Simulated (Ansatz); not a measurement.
Reaction (substitution at a C–Ga bond): `[CH3][Ga]([NH2])[CH2]F` + `CNBO` → `CNBOCF` + `[CH3][GaH][NH2]`

Computed with Ansatz on PBE0-D4/def2-TZVP structures; ΔE is electronic, products minus reactants. CCSD(T)/CBS adds triple-zeta CCSD(T) − MP2 to the extrapolated MP2 energy (def2 sets, frozen cores). Functionals use def2-TZVPP. For Ga outer-core shells are correlated without core-valence functions, which leaves a few kJ/mol of doubt a bond. Scalar relativity is left out up to krypton. Each species was taken in one conformer, which may not be the lowest.

`[CH3][Ga]([NH2])[CH2]F`:

```xyz
12

C    -0.510    0.234   -1.828
Ga    0.108    0.141    0.028
N     1.230    1.425    0.669
C    -0.395   -1.280    1.332
F    -1.254   -2.210    0.743
H    -0.092    1.095   -2.350
H    -1.600    0.300   -1.860
H    -0.227   -0.673   -2.366
H     1.564    2.199    0.120
H     1.595    1.456    1.605
H     0.483   -1.823    1.698
H    -0.904   -0.865    2.209
```

`CNBO`:

Z-matrix (Å, degrees):
```
C
N 1 1.440
H 1 1.095 2 112.0
H 1 1.091 2 109.1 3 119.3
H 1 1.095 2 112.0 3 -121.5
B 2 1.395 1 126.3 3 -119.4
H 2 1.009 1 115.2 3 60.6
O 6 1.374 2 118.7 1 -180.0
H 6 1.203 2 119.7 1 0.0
H 8 0.957 6 112.4 2 -180.0
```

`CNBOCF`:

```xyz
13

C    -1.726    0.356    1.185
N    -0.626    0.048    0.303
B     0.517    0.829    0.145
O     1.568    0.477   -0.686
C     1.656   -0.768   -1.245
F     0.623   -0.991   -2.141
H    -2.655    0.521    0.631
H    -1.496    1.266    1.740
H    -1.899   -0.446    1.910
H    -0.775   -0.754   -0.290
H     0.639    1.856    0.746
H     1.586   -1.560   -0.490
H     2.589   -0.834   -1.808
```

`[CH3][GaH][NH2]`:

Z-matrix (Å, degrees):
```
C
Ga 1 1.962
H 1 1.093 2 110.5
H 1 1.093 2 110.4 3 118.4
H 1 1.091 2 111.7 3 -120.8
N 2 1.819 1 118.1 3 121.0
H 2 1.566 1 126.4 3 -59.0
H 6 1.006 2 124.0 1 -180.0
H 6 1.006 2 124.3 1 -0.0
```

| level | ΔE (kcal/mol) |
| --- | --- |
| r2SCAN | 4.3 |
| PBE0 | 5.1 |
| HF/def2-TZVPP | 2.0 |
| SCS-MP2/def2-TZVPP | 5.2 |
| CCSD/def2-TZVPP | 5.0 |
| MP2/def2-QZVPP | 6.8 |
| HF/CBS(def2) | 2.0 |
| MP2/CBS(def2) | 7.3 |

**Question.** What does CCSD(T)/CBS give? (Estimate.)

**Answer.** Ansatz gave: +6.1 kcal/mol. The listed levels differ from it by -1.8, -1.0, -4.1, -0.9, -1.1, 0.7, -4.1, 1.2 kcal/mol.

Largest T1 diagnostic among the species: 0.013.

In def2-TZVPP, CCSD(T) changes the Hartree–Fock value by +2.9 kcal/mol (the triples alone add −0.1 kcal/mol) and MP2 by +4.1 kcal/mol.
